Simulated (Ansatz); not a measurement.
Basis sets compared for `O=P(O)(O)CCCCc1ccc(-c2ccc(-c3cccs3)s2)s1`. Charge 0, multiplicity 1. Geometry r2SCAN-D4/def2-SVP. Ansatz on 2 threads of AMD EPYC 7R13 on a shared host and a share (18 GiB) of an NVIDIA H100 80GB HBM3; times are rough, and most runs start from earlier orbitals.

Cartesian coordinates in Å:
```
O -5.8773 0.1208 -4.3506
P -4.4920 -0.4080 -4.2200
O -4.3094 -1.9488 -4.7238
O -3.4055 0.4390 -5.1001
C -3.7535 -0.4753 -2.5775
C -2.5161 -1.3611 -2.3974
C -1.2971 -0.9360 -3.2117
C -0.0578 -1.7929 -2.9101
C 0.3830 -1.7557 -1.4806
C 0.4540 -2.7868 -0.5664
C 0.8987 -2.3839 0.7189
C 1.1635 -1.0253 0.8041
C 1.6164 -0.2753 1.9505
C 1.5684 -0.6418 3.2903
C 2.1056 0.3317 4.1597
C 2.5743 1.4634 3.5035
C 3.1809 2.6408 4.0788
C 3.7385 2.7857 5.3424
C 4.2353 4.0922 5.5865
C 4.0657 4.9381 4.5127
S 3.2794 4.1454 3.1997
S 2.3609 1.2934 1.7806
S 0.8528 -0.2552 -0.7329
H -5.0195 -2.1772 -5.3432
H -3.8855 1.0481 -5.6827
H -3.5433 0.5720 -2.2960
H -4.5717 -0.8178 -1.9205
H -2.7811 -2.4032 -2.6497
H -2.2533 -1.3562 -1.3249
H -1.0673 0.1273 -3.0097
H -1.5150 -0.9978 -4.2904
H 0.7679 -1.4698 -3.5698
H -0.2648 -2.8469 -3.1652
H 0.1984 -3.8164 -0.8289
H 1.0462 -3.0660 1.5586
H 1.1213 -1.5798 3.6262
H 2.1224 0.2351 5.2473
H 3.8033 1.9609 6.0554
H 4.7147 4.3989 6.5186
H 4.3585 5.9841 4.4183
```

Single mean-field runs in def2-SVP, def2-TZVP are fitted with def2-universal-jkfit.

Binding counts from free atoms (O triplet, P quartet, C triplet, S triplet, H doublet) in the same basis, without a counterpoise term.

```json
{"level": "PBE-D4/def2-SVP", "functions": "423", "energy (Eh)": "-2378.8848", "HOMO (eV)": "-4.64", "LUMO (eV)": "-2.33", "binding per atom (eV)": "4.94", "wall time": "7.5 s"}
{"level": "PBE0-D4/def2-SVP", "functions": "423", "energy (Eh)": "-2379.0643", "HOMO (eV)": "-5.50", "LUMO (eV)": "-1.73", "binding per atom (eV)": "4.82", "wall time": "8 s"}
```

**Question.** Estimate the rows for PBE-D4/def2-TZVP, PBE0-D4/def2-TZVP (with forces).

**Answer.** 
```csv
level,functions,energy (Eh),HOMO (eV),LUMO (eV),binding per atom (eV),wall time
PBE-D4/def2-TZVP,839,-2380.3869,-4.70,-2.45,4.91,10 s
PBE0-D4/def2-TZVP (with forces),839,-2380.5540,-5.50,-1.80,4.79,16 s
```
